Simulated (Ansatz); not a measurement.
Consider the isomerisation: `NCB(O)Cl` → `NB(Cl)CO`.

Isolated molecules relaxed with PBE0-D4/def2-TZVP in Ansatz; ΔE leaves out vibrations. CCSD(T)/CBS is the MP2 limit (def2-TZVPP, def2-QZVPP) plus CCSD(T) − MP2 in def2-TZVPP, frozen cores. This one scheme is used for every species. Functionals use def2-TZVPP. B3LYP here is the variant with VWN-RPA as its local correlation; programs differ in this. One conformer a species, not always the lowest.

```tsv
level	ΔE (kJ/mol)	difference from CCSD(T)/CBS
r2SCAN-D4	12.4	-1.8
PBE0-D4	12.2	-2.0
ωB97X-V	12.3	-1.9
ωB97M-V	12.7	-1.5
B2PLYP	12.2	-2.0
PBE	10.6	-3.6
PBE0	12.0	-2.2
B3LYP	10.0	-4.2
HF/def2-TZVPP	13.6	-0.6
SCS-MP2/def2-TZVPP	14.3	0.1
CCSD/def2-TZVPP	14.3	0.1
CCSD(T)/def2-TZVPP	14.3	0.1
SCS-MP2/def2-QZVPP	14.6	0.4
HF/CBS(def2)	14.5	0.3
MP2/CBS(def2)	15.8	1.6
CCSD/CBS(def2)	14.2	0.0
CCSD(T)/CBS	14.2	0
```

Largest T1 diagnostic among the species: 0.011.
